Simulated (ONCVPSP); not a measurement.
Before and after: ONCV potential for Al

* Element: aluminium (Al)
* Generator: ONCVPSP 4.0.1
* Type: optimised norm-conserving Vanderbilt (ONCV)
* Functional: PW91
* Relativity: scalar-relativistic
* Frozen core: [Ne]
* Valence charge: 3
* Reference configuration: 3s2 3p0.5 (charge +0.5)
* Partial waves: 3s: rc 1.55 bohr, ncon 3, nbas 8, qcut 3.7 1/bohr, 2 projectors, debl 0.6 Ha; 3p: rc 2.50 bohr, ncon 5, nbas 8, qcut 2.9 1/bohr, 2 projectors, debl 2 Ha; d scattering state at 0.04 Ha: rc 2.30 bohr, ncon 4, nbas 9, qcut 4.1 1/bohr, 2 projectors, debl 3.6 Ha
* Local potential: polynomial inside 1.10 bohr (lpopt 3, dvloc0 1 Ha)
* Core correction: Teter function, fcfact 5.25, rcfact 1.35

Change: reference 3s2 3p1.

Cutoffs: the cutoffs (Ha) at which the residual kinetic energy of the hardest occupied pseudo-wave falls to 1 and 0.1 mHa per electron; they do not see the model core or the augmentation charge, which bear on the density cutoff. Errors are all-electron minus pseudo energies relative to the spin-unpolarised reference configuration.

What does the change do?

The potential gets softer (5.6 Ha and 10 Ha → 5.5 Ha and 8.1 Ha); neither file shows a bound ghost.

| quantity | base | changed |
| --- | --- | --- |
| cutoff, loose | 5.6 Ha | 5.5 Ha |
| cutoff, tight | 10 Ha | 8.1 Ha |
| loose cutoff by channel | s 5.6 Ha, p 2.2 Ha | s 5.5 Ha, p 2.1 Ha |
| bound ghosts | none | none |
| GHOST(+) flags under 300 eV | s at 69.1 eV | none |
| largest error over its own tests, meV | -4.4 | -3.9 |
| s: phases at 1.57 bohr within 0.05 rad from the reference energy up to (Ha; the scan ends near 5) | 1.9 | 1.9 |
| p: phases at 2.54 bohr within 0.05 rad from the reference energy up to (Ha; the scan ends near 5) | 4.5 | 4.6 |
| d: phases at 2.33 bohr within 0.05 rad from the reference energy up to (Ha; the scan ends near 5) | to the end of the scan | to the end of the scan |
| rms error of d²Exc/dni dnj with the model core, mHa | 0.27 | 0.26 |

Base: The cutoffs count occupied waves only; projector 2 of the d channel, the hardest unoccupied one, needs 67 Ha at the loose tolerance. Changed file: The cutoffs count occupied waves only; projector 2 of the d channel, the hardest unoccupied one, needs 67 Ha at the loose tolerance.
